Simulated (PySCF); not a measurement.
PySCF input for CH6OTi, SMILES [TiH3][O]C, multiplicity 1, PBE0-D3(BJ)/def2-SVP. Geometry optimised at PBE0-D3(BJ)/def2-SVP. The multiplicity is an assumed one; other spin states were not compared.

```python
import numpy as np
from pyscf import gto, scf, dft, df
from pyscf.hessian import thermo

mol = gto.M(
    atom='''
    Ti    0.00000000    0.00000000    0.98428550
    O    -0.00000000    0.00000000   -0.73179239
    C     0.00000000    0.00000000   -2.12147702
    H     0.89584815    0.51721817   -2.50042826
    H     0.00000000   -1.03443634   -2.50042825
    H    -0.89584814    0.51721816   -2.50042825
    H    -1.40778643   -0.81278588    1.47673498
    H    -0.00000000    1.62557174    1.47673498
    H     1.40778643   -0.81278587    1.47673498
    ''',
    basis='def2-SVP',
    charge=0,
    spin=0,
    max_memory=1600,
    verbose=3,
)
mf = dft.RKS(mol, xc='pbe0').density_fit(auxbasis='def2-universal-jkfit')
mf.disp = 'd3bj'
mf.grids.level = 3
mf.conv_tol = 1e-11
mf.max_cycle = 100
mf.kernel()

# [left out here: the lines that compute and print the analytic Hessian (its translational invariance restored by hand, since the grid's response is missing), thermochemistry and intensities]
```

Log of the run:

```
converged SCF energy = -965.827902480799

WARN: DFTD3 does not support analytical Hessian, using finite difference


WARN: Mole.unit (angstrom) is changed to Bohr

Mode                                 0                   1                   2
Irrep
Freq [cm^-1]                       40.7923            115.1655            115.2032
Reduced mass [au]                   1.0080              3.0215              3.0215
Force const [Dyne/A]                0.0010              0.0236              0.0236
Char temp [K]                      58.6910            165.6975            165.7517
Normal mode                   x     y     z       x     y     z       x     y     z
       0  Ti                -0.00 -0.00  0.00   -0.00 -0.02  0.00    0.02 -0.00  0.00
       1   O                 0.00  0.00 -0.00    0.00  0.19 -0.00   -0.19  0.00 -0.00
       2   C                -0.00 -0.00 -0.00   -0.00 -0.10 -0.00    0.10 -0.00 -0.00
       3   H                 0.24 -0.42 -0.00   -0.00 -0.18 -0.11    0.18 -0.00  0.18
       4   H                -0.49 -0.00  0.00   -0.00 -0.18  0.21    0.18 -0.00  0.00
       5   H                 0.24  0.42  0.00   -0.00 -0.18 -0.10    0.18 -0.00 -0.18
       6   H                 0.15 -0.27 -0.00    0.00 -0.11 -0.12    0.10 -0.01  0.21
       7   H                -0.31 -0.00  0.00   -0.00 -0.10  0.25    0.11 -0.00  0.00
       8   H                 0.15  0.27  0.00   -0.01 -0.11 -0.12    0.10  0.00 -0.21
Mode                                 3                   4                   5
Irrep
Freq [cm^-1]                      431.6479            431.7504            523.3978
Reduced mass [au]                   1.2133              1.2133              1.4380
Force const [Dyne/A]                0.1332              0.1333              0.2321
Char temp [K]                     621.0452            621.1927            753.0528
Normal mode                   x     y     z       x     y     z       x     y     z
       0  Ti                 0.04  0.00 -0.00    0.00 -0.04  0.00    0.00 -0.00 -0.04
       1   O                -0.08 -0.00  0.00   -0.00  0.08 -0.00   -0.00  0.00  0.08
       2   C                -0.00 -0.00  0.00   -0.00  0.00 -0.00   -0.00 -0.00  0.12
       3   H                 0.02 -0.00  0.05    0.00 -0.02 -0.03    0.00  0.00  0.13
       4   H                 0.02  0.00 -0.00    0.00 -0.02  0.06   -0.00 -0.00  0.13
       5   H                 0.02  0.00 -0.05   -0.00 -0.02 -0.03   -0.00  0.00  0.13
       6   H                -0.17  0.13 -0.53   -0.13  0.32  0.30   -0.11 -0.06 -0.44
       7   H                -0.40 -0.00  0.00   -0.00  0.10 -0.61    0.00  0.13 -0.44
       8   H                -0.17 -0.13  0.53    0.13  0.32  0.31    0.11 -0.06 -0.44
Mode                                 6                   7                   8
Irrep
Freq [cm^-1]                      606.1220            606.2517            718.3618
Reduced mass [au]                   1.0196              1.0196              2.3497
Force const [Dyne/A]                0.2207              0.2208              0.7144
Char temp [K]                     872.0746            872.2612           1033.5628
Normal mode                   x     y     z       x     y     z       x     y     z
       0  Ti                -0.00 -0.01  0.00   -0.01  0.00  0.00    0.00 -0.00  0.08
       1   O                -0.00 -0.02 -0.00   -0.02  0.00 -0.00    0.00  0.00 -0.05
       2   C                -0.00 -0.00 -0.00   -0.00  0.00 -0.00   -0.00  0.00 -0.14
       3   H                 0.00  0.00  0.01    0.00  0.00  0.02   -0.00 -0.00 -0.15
       4   H                 0.00  0.00 -0.02    0.00 -0.00  0.00   -0.00  0.00 -0.15
       5   H                -0.00  0.00  0.01    0.00 -0.00 -0.02    0.00 -0.00 -0.15
       6   H                -0.35  0.47 -0.21    0.07 -0.36 -0.35   -0.10 -0.06 -0.31
       7   H                 0.00 -0.14  0.41    0.68  0.00 -0.00   -0.00  0.11 -0.31
       8   H                 0.36  0.48 -0.20    0.06  0.35  0.36    0.10 -0.06 -0.31
Mode                                 9                  10                  11
Irrep
Freq [cm^-1]                     1163.6787           1163.6811           1276.4188
Reduced mass [au]                   1.2855              1.2855             12.1356
Force const [Dyne/A]                1.0257              1.0257             11.6492
Char temp [K]                    1674.2745           1674.2780           1836.4825
Normal mode                   x     y     z       x     y     z       x     y     z
       0  Ti                 0.00  0.00  0.00   -0.00  0.00  0.00    0.00 -0.00 -0.03
       1   O                 0.05  0.00 -0.00   -0.00  0.05 -0.00   -0.00  0.00  0.20
       2   C                -0.12 -0.01  0.00    0.01 -0.12  0.00    0.00 -0.00 -0.17
       3   H                 0.15 -0.08  0.56   -0.09  0.26  0.29    0.04  0.03  0.01
       4   H                 0.31  0.00 -0.03   -0.01  0.10 -0.63   -0.00 -0.05  0.01
       5   H                 0.16  0.10 -0.53    0.08  0.25  0.34   -0.04  0.03  0.01
       6   H                -0.00 -0.00  0.01   -0.00 -0.00  0.00   -0.02 -0.01  0.04
       7   H                 0.00 -0.00 -0.00   -0.00 -0.01 -0.01   -0.00  0.02  0.04
       8   H                -0.00  0.00 -0.01    0.00 -0.00  0.01    0.02 -0.01  0.04
Mode                                12                  13                  14
Irrep
Freq [cm^-1]                     1462.0810           1462.0934           1464.7264
Reduced mass [au]                   1.0385              1.0385              1.1556
Force const [Dyne/A]                1.3079              1.3080              1.4607
Char temp [K]                    2103.6090           2103.6268           2107.4152
Normal mode                   x     y     z       x     y     z       x     y     z
       0  Ti                 0.00  0.00 -0.00    0.00 -0.00  0.00   -0.00  0.00  0.01
       1   O                 0.00  0.01  0.00    0.01 -0.00 -0.00   -0.00  0.00 -0.06
       2   C                 0.00  0.05  0.00    0.05 -0.00 -0.00   -0.00  0.00 -0.08
       3   H                 0.37 -0.48  0.19   -0.05  0.37  0.32    0.17  0.10  0.49
       4   H                -0.00  0.16 -0.37   -0.69 -0.00  0.00    0.00 -0.20  0.49
       5   H                -0.37 -0.48  0.19   -0.05 -0.37 -0.32   -0.17  0.10  0.49
       6   H                -0.00 -0.00  0.00   -0.00 -0.00  0.00   -0.02 -0.01  0.00
       7   H                -0.00 -0.01 -0.00   -0.00  0.00  0.00    0.00  0.02  0.00
       8   H                 0.00 -0.00  0.00   -0.00  0.00 -0.00    0.02 -0.01  0.00
Mode                                15                  16                  17
Irrep
Freq [cm^-1]                     1695.6088           1695.6185           1744.4872
Reduced mass [au]                   1.0427              1.0427              1.0144
Force const [Dyne/A]                1.7664              1.7664              1.8188
Char temp [K]                    2439.6035           2439.6175           2509.9286
Normal mode                   x     y     z       x     y     z       x     y     z
       0  Ti                -0.00 -0.03  0.00   -0.03  0.00  0.00   -0.00 -0.00 -0.01
       1   O                 0.00  0.01  0.00    0.01 -0.00 -0.00    0.00  0.00 -0.01
       2   C                -0.00 -0.00 -0.00   -0.00  0.00  0.00   -0.00 -0.00  0.01
       3   H                 0.00 -0.00  0.00   -0.00  0.00  0.00   -0.01 -0.01 -0.02
       4   H                -0.00  0.00 -0.01   -0.00 -0.00  0.00    0.00  0.01 -0.02
       5   H                -0.00 -0.00  0.00   -0.00 -0.00 -0.01    0.01 -0.01 -0.02
       6   H                 0.35  0.23 -0.11    0.57  0.31 -0.17   -0.47 -0.27  0.17
       7   H                 0.00  0.77  0.20    0.02 -0.04 -0.01   -0.00  0.55  0.17
       8   H                -0.30  0.20 -0.09    0.60 -0.33  0.18    0.47 -0.27  0.17
Mode                                18                  19                  20
Irrep
Freq [cm^-1]                     3041.2522           3144.9854           3144.9862
Reduced mass [au]                   1.0304              1.1076              1.1076
Force const [Dyne/A]                5.6152              6.4546              6.4546
Char temp [K]                    4375.6847           4524.9337           4524.9349
Normal mode                   x     y     z       x     y     z       x     y     z
       0  Ti                 0.00 -0.00 -0.00   -0.00 -0.00 -0.00   -0.00  0.00  0.00
       1   O                -0.00  0.00  0.00    0.00  0.00  0.00    0.00 -0.00 -0.00
       2   C                 0.00 -0.00  0.04   -0.08 -0.03 -0.00   -0.03  0.08  0.00
       3   H                 0.46  0.27 -0.19    0.62  0.36 -0.25   -0.11 -0.04  0.04
       4   H                -0.00 -0.54 -0.19   -0.02  0.26  0.09   -0.01 -0.68 -0.24
       5   H                -0.46  0.27 -0.19    0.39 -0.24  0.16    0.50 -0.27  0.20
       6   H                -0.00 -0.00  0.00    0.00  0.00 -0.00    0.00 -0.00  0.00
       7   H                -0.00  0.00  0.00    0.00  0.00  0.00    0.00 -0.00 -0.00
       8   H                 0.00 -0.00  0.00    0.00  0.00  0.00    0.00 -0.00  0.00
temperature 298.1500 [K]
pressure 101325.00 [Pa]
Rotational constants [GHz] 45.01570 3.62163 3.62163
Symmetry number 3
Zero-point energy (ZPE) 0.05934 [Eh]   155803.494 [J/mol]
                           tot       elec      trans        rot        vib
Entropy [J/mol/K]       317.930      0.000    163.694     90.501     63.735
Cv [J/mol/K]             82.131      0.000     12.472     12.472     57.187
Cp [J/mol/K]             90.445      0.000     20.786     12.472     57.187
Internal energy [J/mol]                      3718.434   3718.434 165061.383
Internal energy [Eh]   -965.76220  -965.82790
Enthalpy [J/mol]                             6197.391   3718.434 165061.383
Enthalpy [Eh]          -965.76126
Gibbs free energy [J/mol]                  -42607.870 -23264.472 146058.821
Gibbs free energy [Eh] -965.79736
mode   freq/cm-1   IR/(km/mol)
   1       40.79         0.000
   2      115.17         2.994
   3      115.20         2.992
   4      431.65        34.821
   5      431.75        34.885
   6      523.40        49.966
   7      606.12        81.067
   8      606.25        81.144
   9      718.36       193.872
  10     1163.68         0.026
  11     1163.68         0.026
  12     1276.42       583.305
  13     1462.08         6.218
  14     1462.09         6.220
  15     1464.73         1.893
  16     1695.61       436.535
  17     1695.62       436.404
  18     1744.49       136.081
  19     3041.25        51.430
  20     3144.99        13.741
  21     3144.99        13.741
max |gradient| / (hartree/bohr): 2.5329318772410162e-05
APT charges: [ 1.6358 -1.001   0.5914 -0.0337 -0.0337 -0.0337 -0.375  -0.3751 -0.375 ]
```

The calculation finished and met its thresholds.

Cost: around 2.0 core-minutes (rough).
